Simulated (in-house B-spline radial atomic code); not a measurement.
## Solving the quasi-particle equation for 5p up of Ce7+

Configuration [Kr] 4d10 5s2 5p3, highest spin, start PBE0; correlation leaves out the 2 deepest shells. Computed with a B-spline radial code for spherical atoms: all electrons, scalar-relativistic (spin-free one-electron X2C), finite nucleus, each spin shell either full or empty, empty states to l = 9 with an (l + 1/2)⁻⁴ tail; G0W0 by contour deformation at full frequency.

Spin-orbit coupling, left out, splits p levels strongly here.

Spin-orbit coupling splits this shell strongly; the level is its average.

At the mean-field level ε = -104.719 eV the matrix elements are Σx = -30.243 eV, v_xc = -25.497 eV and Σc(ε) = -1.104 eV, and the slope of the correlation self-energy is dΣc/dω = -0.0467. The quasi-particle energy solves E = ε + Σx − v_xc + Σc(E).

**Question.** What does the linearised equation give?

**Answer.** Z = 1/(1 − dΣc/dω) = 1/1.0467 = 0.9554. The first-order shift is Σx − v_xc + Σc(ε) = -30.243 − (-25.497) + (-1.104) = -5.850 eV, so E ≈ ε + Z × shift = -104.719 + 0.9554 × (-5.850) = -110.308 eV.

**Question.** How does that compare with the full solution and with static screening?

**Answer.** Solving the equation at full frequency dependence gives E = -110.275 eV, where Σc = -0.810 eV and the weight is 0.941; the linearised value is off by 33 meV. Leaving Z out would give -110.569 eV. Static COHSEX puts -3.349 eV in place of Σc and gives -112.814 eV, 2.54 eV deeper.
